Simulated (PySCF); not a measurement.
B3LYP has the VWN-RPA correlation part, as in Gaussian. Excitations are Tamm–Dancoff values on a coarser integration grid. The basis has no diffuse functions, so Rydberg states are missing or too high.

Cartesian coordinates (Å):
SMILES: N#Cc1cc2cccccc-2c1
```xyz
19

N      5.0324     0.4485     0.0243
C      3.8751     0.3449     0.0190
C      2.4547     0.2183     0.0121
C      1.7383    -0.9232     0.4433
C      0.3671    -0.6634     0.2826
C     -0.6682    -1.5458     0.5962
C     -2.0475    -1.3628     0.4661
C     -2.7386    -0.2437    -0.0134
C     -2.2512     0.9802    -0.4872
C     -0.9247     1.4040    -0.6040
C      0.2470     0.7179    -0.2794
C      1.5523     1.2158    -0.4269
H      2.1760    -1.8411     0.8313
H     -0.3503    -2.5133     0.9993
H     -2.6701    -2.2049     0.7803
H     -3.8290    -0.3407    -0.0187
H     -3.0096     1.6996    -0.8083
H     -0.7786     2.4127    -1.0049
H      1.8248     2.1969    -0.8116
```
Charge 0, spin multiplicity 1.

### Question
Predict the S1–T1 gap (TDA), T1 excitation (TDA) and LUMO from B3LYP-D3(BJ)/def2-TZVP // B3LYP-D3(BJ)/def2-SVP (PySCF).

### Answer

* **S1–T1 gap (TDA)**: 0.47 eV
* **T1 excitation (TDA)**: 1.90 eV
* **LUMO**: -3.02 eV
